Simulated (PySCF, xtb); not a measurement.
CH6AlNO2, SMILES [Al]([OH])([NH]C)[OH]. One conformer was computed; it need not be the lowest.

Harmonic wavenumbers (cm⁻¹) from GFN2-xTB (xtb) at its own minimum, in rising order: 112, 117, 147, 196, 264, 276, 285, 304, 344, 357, 430, 617, 835, 944, 1027, 1111, 1134, 1319, 1414, 1488, 1500, 2899, 2926, 3031, 3402, 3782, 3801.

Q: What does B3LYP-D3(BJ)/def2-SVP run with PySCF 2.14.0 give at its own minimum? (Estimate from the structure and the level; the computed values follow.)

A: 96, 121, 152, 227, 245, 276, 302, 325, 493, 519, 589, 661, 868, 941, 1081, 1140, 1148, 1386, 1454, 1471, 1496, 2972, 3018, 3104, 3582, 3935, 3944. Paired by order, the mean absolute difference is 59 cm⁻¹ and the zero-point energies are 48.7 and 50.8 kcal/mol.
